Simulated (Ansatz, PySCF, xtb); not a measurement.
Reaction (SMILES): CCB(Br)CC [bromo(diethyl)borane] + 2 B (BH3) + 2 C (CH4) -> BBr (BH2Br) [bromoborane] + 2 BC (CH5B) + 2 CC (C2H6)
Structures are relaxed separately at B3LYP-D3(BJ)/def2-TZVP in Ansatz (a quantum-chemistry and plane-wave program), one conformer each, not searched for the lowest. Frequencies are from Ansatz or PySCF.

Property: bond separation energy (0 K, with B3LYP-D3(BJ) harmonic zero-point energies), in kcal/mol. Cores are frozen in the correlated levels unless marked. Spin-orbit coupling is left out. The frozen core is the preceding noble-gas configuration, with the filled d and f shells of earlier blocks. No relativistic terms. Basis-set limits of correlation are two-point, X^-3; Hartree-Fock from the larger set. The bracket is a focal-point correction in the basis named.

```json
[
 {"level": "GFN2-xTB", "program": "xtb", "bond separation energy (kcal/mol)": "[?]"},
 {"level": "PBE-D3(BJ)/def2-TZVPD", "program": "Ansatz + dftd3", "bond separation energy (kcal/mol)": "[?]"},
 {"level": "PBE0-D4/def2-TZVP", "program": "Ansatz + dftd4", "bond separation energy (kcal/mol)": "1.9"},
 {"level": "r2SCANh/def2-TZVPD", "program": "Ansatz", "bond separation energy (kcal/mol)": "1.2"},
 {"level": "r2SCAN0-D4/def2-TZVPD", "program": "Ansatz + dftd4", "bond separation energy (kcal/mol)": "2.3"},
 {"level": "wB97X-V/def2-TZVPD", "program": "Ansatz", "bond separation energy (kcal/mol)": "[?]"},
 {"level": "SCS-MP2/6-31G*", "program": "Ansatz", "bond separation energy (kcal/mol)": "4.3"},
 {"level": "RI-MP2/CBS(cc-pVTZ,cc-pVQZ)+[CCSD(T)-MP2]/cc-pVTZ", "program": "Ansatz", "bond separation energy (kcal/mol)": "[?]"}
]
```

### Question
What belongs in the gaps?

### Answer

- GFN2-xTB, bond separation energy (kcal/mol): -1.7
- PBE-D3(BJ)/def2-TZVPD, bond separation energy (kcal/mol): 0.9
- wB97X-V/def2-TZVPD, bond separation energy (kcal/mol): 2.8
- RI-MP2/CBS(cc-pVTZ,cc-pVQZ)+[CCSD(T)-MP2]/cc-pVTZ, bond separation energy (kcal/mol): 3.8
